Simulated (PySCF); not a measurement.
H₁₀Si₄, triplet, at the geometry of the source list (a higher spin typed on purpose: for a closed-shell molecule this is an excited state) (in this run its highest filled SCF level lies above zero, so its values depend strongly on the basis, on diffuse functions most of all). Base run: DF-PBE/STO-3G run with PySCF.

Input for PySCF:
```python
from pyscf import gto, scf, dft

mol = gto.M(
    atom='''
Si    2.098800   -0.873000    0.892900
Si    1.094900    1.112000    0.257600
Si   -0.717300    0.797700   -1.162400
Si   -2.374600   -0.521200   -0.232300
H     3.280500   -0.736400    1.746500
H     1.154600   -1.721800    1.625400
H     2.525300   -1.643100   -0.279300
H     2.093500    2.032300   -0.310600
H     0.632100    1.835000    1.455500
H    -0.234300    0.176000   -2.408200
H    -1.281500    2.072900   -1.634200
H    -2.842000    0.042300    1.037700
H    -3.566900   -0.711800   -1.060400
H    -1.863200   -1.860900    0.071800
''',
    basis='sto-3g',
    charge=0,
    spin=2,
    verbose=3,
)

mf = dft.UKS(mol)
mf.xc = 'pbe'
mf = mf.density_fit(auxbasis='def2-universal-jkfit')
mf.kernel()
mf.analyze()
```

The base run was repeated with changes; each row names its change, and settings that it needs were set with it.

| change | basis functions | E (Eh) | HOMO (eV) | dipole (D) | core-seconds (rough) | outcome |
|---|---|---|---|---|---|---|
| base | 46 | -1149.60490 | 3.68 | 0.56 | 10 | converged |
| basis = LANL2DZ | (withheld) | (withheld) | (withheld) | (withheld) | 10 | converged |
| basis = pcseg-0 | 72 | -1161.67367 | -1.56 | 0.05 | 20 | converged |
| basis = def2-SV(P) | 92 | - | - | - | - | not converged |
| basis = 6-31G* | 92 | -1163.04423 | -1.64 | 0.08 | 30 | converged |
| basis = 6-31+G* | 108 | -1163.05068 | -1.80 | 0.10 | 40 | converged |
| basis = def2-SVP | 122 | -1162.75337 | -1.70 | 0.04 | 40 | converged |
| basis = pc-1 | 122 | -1163.13445 | -1.86 | 0.09 | 50 | converged |
| basis = 6-31G** | 122 | -1163.05367 | -1.64 | 0.09 | 40 | converged |
| basis = 6-311G** | 164 | -1163.15834 | -1.83 | 0.04 | 50 | converged |
| basis = aug-pcseg-1 | (withheld) | (withheld) | (withheld) | 0.11 | 100 | converged |
| basis = 6-311+G(2d,p) | 200 | -1163.17335 | -1.94 | 0.03 | 80 | converged |
| basis = def2-TZVP | (withheld) | (withheld) | (withheld) | 0.11 | 70 | converged |

Task: Some entries are withheld; supply them.

Result: 
- basis = LANL2DZ, basis functions: 52
- basis = LANL2DZ, E (Eh): -21.24784
- basis = LANL2DZ, HOMO (eV): -1.37
- basis = LANL2DZ, dipole (D): 0.19
- basis = aug-pcseg-1, basis functions: 198
- basis = aug-pcseg-1, E (Eh): -1163.09240
- basis = aug-pcseg-1, HOMO (eV): -1.87
- basis = def2-TZVP, basis functions: 208
- basis = def2-TZVP, E (Eh): -1163.17367
- basis = def2-TZVP, HOMO (eV): -1.93

Totals compare only among sets that treat the same electrons; sets with core potentials leave the core out.

Open shells are given as the SCF converged; they aren't shown to be the lowest states, and a large step between rows can be another state.
